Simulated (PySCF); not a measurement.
## Ionisation energy of Fe¹⁷⁺ by level of theory

Fe¹⁷⁺ [He] 2s2 2p5 (2P) → Fe¹⁸⁺ [He] 2s2 2p4 (3P), as a difference of total energies. Calculation: PySCF 2.14, in an even-tempered Gaussian basis (15 s from 3.1 bohr⁻², ratio 2.5; 10 p from 4 bohr⁻², ratio 2.5; 5 d from 21 bohr⁻², ratio 2.7; 5 f from 32 bohr⁻², ratio 2.7); the non-relativistic Hamiltonian (point nucleus). Correlated levels: nothing frozen; virtual orbitals above 40 to 60 times the deepest correlated orbital energy dropped. The calculations carry no spin-orbit coupling.

| method | ionisation energy (eV) |
| --- | --- |
| UHF | 1353.8 |
| MP2 (all electrons) | 1355.3 |
| SCS-MP2 (all electrons) | 1355.3 |
| CCSD (all electrons) | 1355.3 |
| CCSD(T) (all electrons) | 1355.3 |

A first-order spin-orbit estimate (lowest level to lowest level, LS coupling) adds -0.164 eV.

These non-relativistic numbers lack the scalar-relativistic shift.

For comparison: 1357.8 ± 1.9 eV (semi-empirical (NIST evaluation); NIST Atomic Spectra Database, ionization energies).
